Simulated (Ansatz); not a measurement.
This geometry of CH₅NOSi (9 atoms, charge 0, multiplicity 1) is a first-order saddle point.

Method: Ansatz 0.2.0, RKS PBE0/def2-mTZVP.

```xyz
9
Properties=species:S:1:pos:R:3
N -1.031 0.629 -0.846
Si 0.387 -0.278 -0.477
C 0.438 -0.387 1.450
O 0.843 0.541 2.114
H -1.468 0.556 -1.753
H -1.136 1.561 -0.471
H 1.693 0.303 -0.904
H 0.225 -1.627 -1.083
H 0.050 -1.297 1.968
```

Which two structures does it join? (They come from a converged band through this point; their orientation in space is the band's.)

No bond is made or broken. The dihedral N1–Si2–C3–O4 goes from -7 to -168°.

First end point:

```xyz
9
Properties=species:S:1:pos:R:3
N -0.749 0.819 -0.966
Si 0.272 -0.467 -0.495
C 0.281 -0.330 1.428
O -0.252 0.606 1.983
H -0.814 1.193 -1.899
H -0.986 1.499 -0.256
H 1.691 -0.398 -0.960
H -0.231 -1.816 -0.880
H 0.787 -1.108 2.046
```

Last end point:

```xyz
9
Properties=species:S:1:pos:R:3
N -0.832 0.921 -0.910
Si 0.382 -0.190 -0.416
C 0.273 -0.623 1.465
O 1.166 -1.213 2.029
H -1.548 0.666 -1.571
H -0.722 1.920 -0.845
H 1.763 0.317 -0.634
H 0.162 -1.462 -1.156
H -0.644 -0.337 2.038
```

How far does it lie above each of them?

1.7 kcal/mol above the first and 1.0 kcal/mol above the second. This is the barrier of this one path; another mechanism may lie lower.

Run time: 76 s on 2 threads of Intel(R) Xeon(R) Platinum 8488C (Sapphire Rapids) (shared host), peak memory 0.2 GiB.
